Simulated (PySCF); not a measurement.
Several molecules and their computed UV-vis stick spectra, shuffled. Computed, not measured: PySCF 2.14.0, density-fitted response routines, TDDFT CAM-B3LYP/def2-SVPD, vertical, gas phase, core orbitals frozen in the response. Geometries: GFN2-xTB; one conformer of each isolated species. Triplets are in the Tamm–Dancoff approximation.

A. `C=C/C=P/P(C)C`
B. `C[C@H]1C[P@@H](=O)C1`
C. `CCP1(=O)CC1`
D. `C#CCn1cc(C)nn1`
E. `n1cc(C=C)c(C)nn1`

Lowest singlet levels (six at most, fewer where fewer were computed) with oscillator strengths:

1. 171 nm (f 0.007); 170 nm (f 0.014); 165 nm (f 0.006); 164 nm (f 0.000); 162 nm (f 0.041); 157 nm (f 0.033); T1 6.97 eV
2. 215 nm (f 0.005); 195 nm (f 0.104); 191 nm (f 0.001); 180 nm (f 0.010); 177 nm (f 0.007); 176 nm (f 0.003); T1 4.44 eV
3. 194 nm (f 0.011); 171 nm (f 0.004); 171 nm (f 0.018); 169 nm (f 0.094); 167 nm (f 0.003); 160 nm (f 0.021); T1 6.03 eV
4. 358 nm (f 0.004); 304 nm (f 0.001); 299 nm (f 0.003); 266 nm (f 0.005); 232 nm (f 0.279); 219 nm (f 0.091); T1 2.60 eV
5. 367 nm (f 0.036); 284 nm (f 0.501); 239 nm (f 0.085); 223 nm (f 0.077); 213 nm (f 0.012); 203 nm (f 0.127); T1 2.01 eV

Question: Which spectrum belongs to which structure?

Answer: 1 = B, 2 = D, 3 = C, 4 = E, 5 = A.
- A: S1 at 3.37 eV, HOMO→LUMO (66%), HOMO-1→LUMO (29%); Löwdin shares by element: HOMO phosphorus 55%, carbon 22% or more (atoms not listed hold the other 22%); LUMO carbon 47% or more, phosphorus 36% or more (atoms not listed hold the other 18%); HOMO -7.41 and LUMO -1.12 eV.
- B: S1 at 7.26 eV, HOMO→LUMO+3 (46%), HOMO→LUMO+1 (25%), HOMO→LUMO (13%); Löwdin shares by element: HOMO (one of a set within 0.03 eV) oxygen 53%, phosphorus 16%, hydrogen 9% or more, carbon 6% or more (atoms not listed hold the other 15%); LUMO carbon 34% or more, hydrogen 12% or more (atoms not listed hold the other 54%); HOMO -9.16 and LUMO 1.14 eV; point group Cs, 1 of its 6 listed states under f = 0.0005.
- C: S1 at 6.41 eV, HOMO→LUMO (71%), HOMO→LUMO+4 (13%); Löwdin shares by element: HOMO oxygen 38%, carbon 34% or more, phosphorus 19%; LUMO carbon 37% or more, hydrogen 12% or more (atoms not listed hold the other 51%); HOMO -8.44 and LUMO 1.03 eV.
- D: S1 at 5.76 eV, HOMO-1→LUMO (76%); Löwdin shares by element: HOMO carbon 49% or more, nitrogen 30% or more (atoms not listed hold the other 21%); LUMO nitrogen 32% or more, carbon 15% or more, hydrogen 9% or more (atoms not listed hold the other 45%); HOMO -8.57 and LUMO 0.79 eV.
- E: S1 at 3.46 eV, HOMO→LUMO (90%); Löwdin shares by element: HOMO nitrogen 86%, carbon 5% or more; LUMO carbon 43% or more, nitrogen 18% or more (atoms not listed hold the other 39%); HOMO -8.36 and LUMO -1.16 eV.
A and E have S1 within 0.09 eV of each other; their strongest listed levels stand at 4.37 eV (f 0.501) and 5.34 eV (f 0.279).
